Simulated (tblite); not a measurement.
Problem. Write Cartesian coordinates for `C=C(F)C[SiH2]CC[SiH3]` as optimised with GFN2-xTB.

Solution. 
```
atom  x, y, z in Å
C1    -2.726    0.710   -1.535
C2    -2.211   -0.506   -1.541
F3    -1.802   -1.036   -2.725
C4    -1.963   -1.412   -0.399
Si5   -0.090   -1.529    0.012
C6     0.538    0.163    0.609
C7     2.025    0.128    0.965
Si8    2.666    1.793    1.625
H9    -2.835    1.277   -2.442
H10   -3.058    1.158   -0.619
H11   -2.527   -1.067    0.464
H12   -2.314   -2.410   -0.659
H13    0.050   -2.533    1.077
H14    0.641   -1.961   -1.182
H15    0.372    0.919   -0.162
H16   -0.031    0.490    1.482
H17    2.194   -0.651    1.712
H18    2.597   -0.170    0.085
H19    4.109    1.707    1.851
H20    2.375    2.848    0.651
H21    1.984    2.099    2.885
```

Orientation and origin are arbitrary. Atoms count from 1 in this order. Si5 (SiH2 silicon) is tetrahedral (angles from 106.9° to 110.7°). The 3 C–C bonds span 1.321 Å (C1=C2, drawn double) to 1.530 Å (C6–C7, drawn single), a spread of 0.209 Å. Si8 (SiH3 silicon) is tetrahedral (angles from 108.9° to 109.9°).

Bonds between heavy atoms (Å): C1=C2 1.321, C2–F3 1.360, C2–C4 1.479, C4–Si5 1.920, Si5–C6 1.901, C6–C7 1.530, C7–Si8 1.902.

Structure optimised with GFN2-xTB, isolated species.

Point group: C1 (no symmetry element, even within 0.4 Å). Its GFN2-xTB frequencies are all real (lowest 22 cm⁻¹). One conformer, not necessarily the lowest (C1–C2–C4–Si5 -107°, C2–C4–Si5–C6 65°, C4–Si5–C6–C7 179°, Si5–C6–C7–Si8 -178°).

All values are computed, not measured.
